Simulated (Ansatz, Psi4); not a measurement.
Here is a job for Ansatz (a first-principles code).
Ansatz 0.2 input:
```yaml
crystal:
  periodic: [false, false, false]
  atoms:
    - {symbol: K, position_ang: [-0.00000000, -0.00000000, -0.64992819]}
    - {symbol: F, position_ang: [0.00000000, 0.00000000, 1.37207062]}
basis:
  gaussian:
    orbitals: STO-3G
hamiltonian:
  xc: pbe0
accuracy: high
```

Q: Convert this to an input for Psi4.

A: This is not unique; one that fits is 
```
memory 2 GB

molecule mol {
0 1
K    -0.000000   -0.000000   -0.649928
F     0.000000    0.000000    1.372071
}

set {
  basis sto-3g
  reference rks
  scf_type pk
  puream true
  d_convergence 1e-8
  dft_radial_points 99
  dft_spherical_points 590
}

energy('pbe0')
print_variables()
```

Both were run: Ansatz gave -691.858673 Eh and Psi4 -691.858671 Eh, 0.002 mEh apart.
